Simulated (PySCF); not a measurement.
Species: C3H8SSi.
Atom-mapped SMILES: `[SH:1][SiH:2]1[CH2:3][CH2:4][CH2:5]1` (hydrogens: H6 on S1; H7 on Si2; H8, H9 on C3; H10, H11 on C4; H12, H13 on C5)

Computed with PBE0-D3(BJ)/def2-SVP geometry optimisation, gas phase (PySCF 2.14.0).

Q: List the bond lengths, angles and torsions at this level.

A: 
| bond | length (Å) |
| --- | --- |
| S1–Si2 | 2.152 |
| Si2–C3, Si2–C5 | 1.890 |
| C3–C4, C4–C5 | 1.554 |
| S1–H6 | 1.350 |
| Si2–H7 | 1.496 |
| C3–H8, C5–H13 | 1.099 |
| C3–H9, C5–H12 | 1.102 |
| C4–H10 | 1.102 |
| C4–H11 | 1.102 |

Bonds in one row agree within 0.01 Å and their mean is given. A selection of angles:
| angle | degrees |
| --- | --- |
| Si2–S1–H6 | 94.8 |
| S1–Si2–C3 | 117.0 |
| S1–Si2–C5 | 121.8 |
| S1–Si2–H7 | 108.0 |
| C3–Si2–C5 | 78.9 |
| C3–Si2–H7 | 115.2 |
| C5–Si2–H7 | 113.7 |
| Si2–C3–C4 | 86.5 |
| Si2–C3–H8 | 121.5 |
| Si2–C3–H9 | 110.8 |
| C4–C3–H8 | 117.0 |
| C4–C3–H9 | 111.3 |
| H8–C3–H9 | 108.3 |
| C3–C4–C5 | 101.2 |
| C3–C4–H10 | 109.9 |
| C3–C4–H11 | 114.4 |
| H10–C4–H11 | 106.9 |
| Si2–C5–C4 | 86.3 |

Torsions: S1–Si2–C3–C4 -138° (anticlinal); Si2–C3–C4–C5 22° (synperiplanar); C3–C4–C5–Si2 -22° (synperiplanar); S1–Si2–C5–C4 133° (anticlinal); H6–S1–Si2–C3 -158° (antiperiplanar). The mirror-image conformer, all signs reversed, is as good.

The 4-membered ring Si2–C3–C4–C5 has internal angles of 78.9° to 101.2°; it is puckered, 0.14 Å rms from its mean plane, widest ring torsion 22°. S1 (sulfur bonded to Si and H) is bent (angle 94.8°). Si2 (SiH silicon) has angles from 78.9° to 121.8°.

Not checked by PBE0-D3(BJ)/def2-SVP frequencies. The numbers are those of one conformer (H–S1–Si2–C3 -158°, S1–Si2–C3–C4 -138°, Si2–C3–C4–C5 22°, C3–C4–C5–Si2 -22°, S1–Si2–C5–C4 133°).
